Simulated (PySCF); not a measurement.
Bonds (- single, = double, # triple, : aromatic): C1=C2, C2-P3, P3=O4, P3-C5, C5#C6, C6-C7, P3-C8, C8-C9, C8-C10. C1 carries H11, H12; C2 carries H13; C7 carries H14, H15, H16; C8 carries H17; C9 carries H18, H19, H20; C10 carries H21, H22, H23. Stereochemistry as in C=C[P@@](=O)(C#CC)C(C)C. H11 is cis to P3; H12 is trans to P3.

[PySCF 2.14: GIAO PBE0/pcSseg-1 shieldings; GFN2-xTB geometry; averaged over atoms made equivalent by symmetry, fast rotation or ring inversion; non-relativistic; in vacuum; one conformer]

List the cross peaks expected in HSQC, COSY and HMBC spectra.

Answers



HSQC (one-bond C–H):
```csv
δH,δC
6.76 (H11),142.7 (C1)
6.60 (H12),142.7 (C1)
6.19 (H13),142.3 (C2)
2.11 (H14/H15/H16),5.4 (C7)
1.49 (H17),36.5 (C8)
1.43 (H18/H19/H20),16.7 (C9)
1.12 (H21/H22/H23),15.5 (C10)
```

COSY cross peaks (H two or three bonds apart, from the bond graph; peaks can be absent where the dihedral angle is near 90°):
```csv
δH,δH
6.76 (H11),6.60 (H12)
6.76 (H11),6.19 (H13)
6.60 (H12),6.19 (H13)
1.49 (H17),1.43 (H18/H19/H20)
1.49 (H17),1.12 (H21/H22/H23)
```

HMBC (two and three bonds, from the bond graph):
```csv
δH,δC
6.76 (H11),142.3 (C2)
6.60 (H12),142.3 (C2)
6.19 (H13),"142.7 (C1), 82.6 (C5), 36.5 (C8)"
2.11 (H14/H15/H16),"107.6 (C6), 82.6 (C5)"
1.49 (H17),"142.3 (C2), 82.6 (C5), 16.7 (C9), 15.5 (C10)"
1.43 (H18/H19/H20),"36.5 (C8), 15.5 (C10)"
1.12 (H21/H22/H23),"36.5 (C8), 16.7 (C9)"
```

Scale: 1H and 13C vs TMS (reference shieldings calculated alike).

Short H···H contacts in this conformer between protons four or more bonds apart (candidates for NOE cross peaks, intensity ∝ r⁻⁶): H20···H21 2.57 Å.

Shifts are as computed. Against solution values, carbons near 30 ppm lie about +3 ppm off and those near 130 ppm about +5 ppm. Of 1211 compounds with measured shifts, 218 miss one by over three times the rms of a fit or turn the order of signals round; such compounds aren't used in these exercises.
